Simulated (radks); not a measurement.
Question: The mean radii <r> (bohr) of the occupied orbitals of an atom or ion are listed with their occupations. All-electron calculation, Dirac Kohn-Sham, PBE, spin-unpolarised, spherical densities, finite nucleus; Fermi nuclear charge, rms radius of each element as measured or else 0.836 A^(1/3) + 0.57 fm. Program: a radial shooting solver on a logarithmic mesh with Libxc functionals.

orbital  occ.      <r>
1s1/2       2  0.02611
2s1/2       2   0.1117
2p1/2       2  0.09403
2p3/2       4  0.09992
3s1/2       2   0.2987
3p1/2       2   0.2887
3p3/2       4   0.3005
3d3/2       4   0.2713
3d5/2       6   0.2751
4s1/2       2   0.6944
4p1/2       2   0.7201
4p3/2       4   0.7475
4d3/2       4   0.8280
4d5/2       6   0.8382
5s1/2       2    1.673
5p1/2       2    1.871
5p3/2       2    1.940

Name the element and its charge. Open shells, if any, fill j = l - 1/2 first.

Answer: Z = 55, caesium, charge +3: Cs3+ in [Kr] 4d10 5s2 5p4. The 1s radius gives Z: for a bare nucleus <r> = (2 gamma + 1)/(2Z) with gamma = sqrt(1 - (Z/c)^2), 0.02574 bohr for Z = 55, and screening makes it slightly larger (0.02611 here). The occupations add up to 52, and the charge is Z minus that.
